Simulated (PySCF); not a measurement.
PySCF input (BP86/def2-TZVPD):

```python
from pyscf import gto, scf, dft

mol = gto.M(
    atom='''
    Ge    0.00040522   -0.00202303    0.78345312
    Cl    1.18921371    1.36574987   -0.73446121
    Cl   -1.18997648   -1.36194181   -0.74027408
    ''',
    basis='def2-tzvpd',
    charge=-1,
    spin=1,
    verbose=4,
)

mf = dft.UKS(mol, xc='bp86').density_fit(auxbasis='def2-universal-jkfit')
mf.grids.level = 3
mf.conv_tol = 1e-9
mf.max_cycle = 100
mf.max_memory = 1500
mf.kernel()
if not mf.converged:
    mf = mf.newton()
    mf.kernel(mf.make_rdm1())
for _ in range(2):
    mo, _, stable, _ = mf.stability(return_status=True)
    if stable:
        break
    mf.kernel(mf.make_rdm1(mo, mf.mo_occ))
mf.analyze()
```

Output:

```
PySCF version 2.14.0

[INPUT] verbose = 4
[INPUT] num. atoms = 3
[INPUT] num. electrons = 67
[INPUT] charge = -1
[INPUT] spin (= nelec alpha-beta = 2S) = 1
[INPUT] symmetry False subgroup None
[INPUT] Mole.unit = angstrom
[INPUT] Symbol           X                Y                Z      unit          X                Y                Z       unit  Magmom
[INPUT]  1 Ge     0.000405220000  -0.002023030000   0.783453120000 AA    0.000765754820  -0.003822972642   1.480511828236 Bohr   0.0
[INPUT]  2 Cl     1.189213710000   1.365749870000  -0.734461210000 AA    2.247288215478   2.580893208960  -1.387930536017 Bohr   0.0
[INPUT]  3 Cl    -1.189976480000  -1.361941810000  -0.740274080000 AA   -2.248729641874  -2.573697018494  -1.398915268314 Bohr   0.0

nuclear repulsion = 285.80693886337
number of shells = 50
number of NR pGTOs = 250
number of NR cGTOs = 146
basis = def2-tzvpd
ecp = {}

******** <class 'pyscf.df.df_jk.DFUKS'> ********
method = DFUKS
initial guess = minao
damping factor = 0
level_shift factor = 0
DIIS = <class 'pyscf.scf.diis.CDIIS'>
diis_start_cycle = 1
diis_space = 8
diis_damp = 0
SCF conv_tol = 1e-09
SCF conv_tol_grad = None
SCF max_cycles = 100
direct_scf = False
number electrons alpha = 34  beta = 33
XC library pyscf.dft.libxc version 7.1.2
    S. Lehtola, C. Steigemann, M. J. T. Oliveira, and M. A. L. Marques,  SoftwareX 7, 1–5 (2018)
XC functionals = bp86
    A. D. Becke,  Phys. Rev. A 38, 3098 (1988)
    J. P. Perdew,  Phys. Rev. B 33, 8822 (1986)
    J. P. Perdew,  Phys. Rev. B 34, 7406–7406 (1986)
radial grids:
    Treutler-Ahlrichs [JCP 102, 346 (1995); DOI:10.1063/1.469408] (M4) radial grids

becke partition: Becke, JCP 88, 2547 (1988); DOI:10.1063/1.454033
pruning grids: <function nwchem_prune>
grids dens level: 3
symmetrized grids: False
atomic radii adjust function: <function treutler_atomic_radii_adjust>
small_rho_cutoff = 0
Set gradient conv threshold to 3.16228e-05
tot grids = 58400
init E= -2997.16952801615
  alpha nocc = 34  HOMO = -0.125421486195162  LUMO = -0.0695989963068497
  beta  nocc = 33  HOMO = -0.281882517536914  LUMO = -0.125421486195162

WARN: HOMO -0.125421486195162 >= LUMO -0.125421486195162

cycle= 1 E= -2997.82510788044  delta_E= -0.656  |g|= 0.631  |ddm|= 1.06
  alpha nocc = 34  HOMO = 0.0472331394594825  LUMO = 0.126324383019085
[...]
  beta  nocc = 33  HOMO = -0.0670894970342019  LUMO = 0.07929172586039
  HOMO = 0.037611723909  LUMO = 0.0792917258604  gap/eV = 1.13417
Extra cycle  E= -2997.93594104144  delta_E= 1.41e-11  |g|= 7.53e-06  |ddm|= 1.04e-05
converged SCF energy = -2997.93594104144  <S^2> = 0.75280375  2S+1 = 2.0028018
uhf_internal: lowest eigs of H = [0.51742034 0.5200669  0.52326783]
<class 'pyscf.df.df_jk.DFUKS'> wavefunction is stable in the internal stability analysis
**** SCF Summaries ****
Total Energy =                       -2997.935941041438127
Nuclear Repulsion Energy =             285.806938863369510
One-electron Energy =                -4749.678979458436515
Two-electron Energy =                 1465.936099553629219
Two-electron Coulomb Energy =         1602.012609325506673
DFT Exchange-Correlation Energy =     -136.076509771877511
HOMO-LUMO gap [eV] =                     1.134170622412892
**** MO energy ****
                             alpha | beta                alpha | beta
MO #1   energy= -397.01377003053   | -397.012878246066  occ= 1 | 1
MO #2   energy= -100.510834621457  | -100.510564982167  occ= 1 | 1
MO #3   energy= -100.510833388889  | -100.510563749229  occ= 1 | 1
MO #4   energy= -49.0151382302713  | -49.014841117451   occ= 1 | 1
MO #5   energy= -43.6286062682235  | -43.6283294043655  occ= 1 | 1
MO #6   energy= -43.6281774337974  | -43.6279124336855  occ= 1 | 1
MO #7   energy= -43.6274466360558  | -43.625834892745   occ= 1 | 1
MO #8   energy= -8.97554585122824  | -8.97529644836494  occ= 1 | 1
MO #9   energy= -8.97554372896198  | -8.97529429263814  occ= 1 | 1
MO #10  energy= -6.79441694853356  | -6.79438291802594  occ= 1 | 1
MO #11  energy= -6.79441188898066  | -6.79437788509305  occ= 1 | 1
MO #12  energy= -6.79043056935618  | -6.79011199775719  occ= 1 | 1
MO #13  energy= -6.79043025227405  | -6.7901109836515   occ= 1 | 1
MO #14  energy= -6.79025364467724  | -6.78956164065807  occ= 1 | 1
MO #15  energy= -6.7902526472642   | -6.7895613235856   occ= 1 | 1
MO #16  energy= -5.79721367800427  | -5.79615284647425  occ= 1 | 1
MO #17  energy= -4.01500519102377  | -4.01455186294949  occ= 1 | 1
MO #18  energy= -4.01344650454918  | -4.01302668373052  occ= 1 | 1
MO #19  energy= -4.01003956541131  | -4.00715853195178  occ= 1 | 1
MO #20  energy= -0.921438082567294 | -0.921110578175223 occ= 1 | 1
MO #21  energy= -0.920637701492426 | -0.920223196536157 occ= 1 | 1
MO #22  energy= -0.918285339957856 | -0.914889218580482 occ= 1 | 1
MO #23  energy= -0.917078142286963 | -0.913719312413604 occ= 1 | 1
MO #24  energy= -0.91684035679895  | -0.9126639994086   occ= 1 | 1
MO #25  energy= -0.54303172748564  | -0.541190265219073 occ= 1 | 1
MO #26  energy= -0.531639867886961 | -0.530323882888761 occ= 1 | 1
MO #27  energy= -0.265576343692036 | -0.250896731130396 occ= 1 | 1
MO #28  energy= -0.144253342336796 | -0.142321332703009 occ= 1 | 1
MO #29  energy= -0.115408181088964 | -0.113296735750223 occ= 1 | 1
MO #30  energy= -0.110782188149905 | -0.104784751171075 occ= 1 | 1
MO #31  energy= -0.095524380087654 | -0.0923865982048047 occ= 1 | 1
MO #32  energy= -0.0875636362495206 | -0.087227225954217 occ= 1 | 1
MO #33  energy= -0.074420970651701 | -0.0670894970342019 occ= 1 | 1
MO #34  energy= 0.037611723909027  | 0.07929172586039   occ= 1 | 0
MO #35  energy= 0.104825756936682  | 0.112837907551866  occ= 0 | 0
MO #36  energy= 0.111859527397808  | 0.118129837635282  occ= 0 | 0
MO #37  energy= 0.13602680513327   | 0.138400147363123  occ= 0 | 0
MO #38  energy= 0.152275813423314  | 0.154014436973595  occ= 0 | 0
MO #39  energy= 0.167816146645826  | 0.173036128954001  occ= 0 | 0
MO #40  energy= 0.170279722953251  | 0.174325524586346  occ= 0 | 0
MO #41  energy= 0.184451813471323  | 0.186641211000363  occ= 0 | 0
MO #42  energy= 0.18591412615539   | 0.187519996223924  occ= 0 | 0
MO #43  energy= 0.187701196884525  | 0.194706441890341  occ= 0 | 0
MO #44  energy= 0.223097803392901  | 0.235544177267841  occ= 0 | 0
MO #45  energy= 0.232532024671447  | 0.235584222859348  occ= 0 | 0
MO #46  energy= 0.244770349303772  | 0.258457938388049  occ= 0 | 0
MO #47  energy= 0.254069452953011  | 0.258647343386818  occ= 0 | 0
MO #48  energy= 0.265707655980667  | 0.268752755860506  occ= 0 | 0
MO #49  energy= 0.294717565283775  | 0.294537237272392  occ= 0 | 0
MO #50  energy= 0.297455438043582  | 0.299769380718537  occ= 0 | 0
MO #51  energy= 0.315519316537748  | 0.318642802372553  occ= 0 | 0
MO #52  energy= 0.338321585184804  | 0.341264394892411  occ= 0 | 0
MO #53  energy= 0.349060904815404  | 0.351183939841871  occ= 0 | 0
MO #54  energy= 0.356623546816707  | 0.361380304692123  occ= 0 | 0
MO #55  energy= 0.358711893513175  | 0.362066135865601  occ= 0 | 0
MO #56  energy= 0.361595306213357  | 0.365983200104003  occ= 0 | 0
MO #57  energy= 0.377075837879196  | 0.382554013402395  occ= 0 | 0
MO #58  energy= 0.380755847242891  | 0.383271010441576  occ= 0 | 0
MO #59  energy= 0.384414494325737  | 0.387594518921074  occ= 0 | 0
MO #60  energy= 0.410888512274088  | 0.411347415490604  occ= 0 | 0
MO #61  energy= 0.46574640694578   | 0.500147730839512  occ= 0 | 0
MO #62  energy= 0.480113758168394  | 0.501372339976466  occ= 0 | 0
MO #63  energy= 0.494290527458574  | 0.512907655094773  occ= 0 | 0
MO #64  energy= 0.527345463007513  | 0.52990899503247   occ= 0 | 0
MO #65  energy= 0.530820627593564  | 0.557236215122091  occ= 0 | 0
MO #66  energy= 0.559757617440418  | 0.563852217588632  occ= 0 | 0
MO #67  energy= 0.59748572921304   | 0.603677961734489  occ= 0 | 0
MO #68  energy= 0.605780337223815  | 0.614031384841733  occ= 0 | 0
MO #69  energy= 0.628120886392609  | 0.634204206793059  occ= 0 | 0
MO #70  energy= 0.64325445125916   | 0.648338386481511  occ= 0 | 0
MO #71  energy= 0.652230282796101  | 0.665994254508     occ= 0 | 0
MO #72  energy= 0.678142409632203  | 0.683775183462284  occ= 0 | 0
MO #73  energy= 0.689982898609009  | 0.696004125796079  occ= 0 | 0
MO #74  energy= 0.725953178427825  | 0.728578325532367  occ= 0 | 0
MO #75  energy= 0.731790831179374  | 0.734406374121662  occ= 0 | 0
MO #76  energy= 0.733454650096317  | 0.739033329169146  occ= 0 | 0
MO #77  energy= 0.738309489042602  | 0.744057821218723  occ= 0 | 0
MO #78  energy= 0.74299705205097   | 0.744086245364579  occ= 0 | 0
MO #79  energy= 0.752255764196565  | 0.753580932423795  occ= 0 | 0
MO #80  energy= 0.75377994185333   | 0.755803286426568  occ= 0 | 0
MO #81  energy= 0.760612319329912  | 0.76298492916746   occ= 0 | 0
MO #82  energy= 0.769411569017579  | 0.774834543543313  occ= 0 | 0
MO #83  energy= 0.813712450897587  | 0.817174955870279  occ= 0 | 0
MO #84  energy= 0.865964914388169  | 0.867395577526089  occ= 0 | 0
MO #85  energy= 0.910279148278654  | 0.911150157590168  occ= 0 | 0
MO #86  energy= 1.10481766856281   | 1.11374356830099   occ= 0 | 0
MO #87  energy= 1.11975644836715   | 1.1455113495333    occ= 0 | 0
MO #88  energy= 1.13014437893188   | 1.15279567018744   occ= 0 | 0
MO #89  energy= 1.13598739828036   | 1.16012879642447   occ= 0 | 0
MO #90  energy= 1.14440832920903   | 1.1629717475999    occ= 0 | 0
MO #91  energy= 1.17341733260589   | 1.2001622637689    occ= 0 | 0
MO #92  energy= 1.18943583528342   | 1.21790512409737   occ= 0 | 0
MO #93  energy= 1.22912804844673   | 1.24061917703423   occ= 0 | 0
MO #94  energy= 1.27291434505217   | 1.28317815814079   occ= 0 | 0
MO #95  energy= 1.2784075660442    | 1.31082015173711   occ= 0 | 0
MO #96  energy= 1.29959897808797   | 1.32318722933468   occ= 0 | 0
MO #97  energy= 1.31387889465469   | 1.32356265980222   occ= 0 | 0
MO #98  energy= 1.49467483429918   | 1.5167019151027    occ= 0 | 0
MO #99  energy= 1.55581361351577   | 1.56779427121301   occ= 0 | 0
MO #100 energy= 2.01132505471502   | 2.01272170171946   occ= 0 | 0
MO #101 energy= 2.01538472709411   | 2.01714596040343   occ= 0 | 0
MO #102 energy= 2.02301734080999   | 2.02446711613658   occ= 0 | 0
MO #103 energy= 2.02996606825873   | 2.03139316045506   occ= 0 | 0
MO #104 energy= 2.05265999143346   | 2.05344337731993   occ= 0 | 0
[...]
```
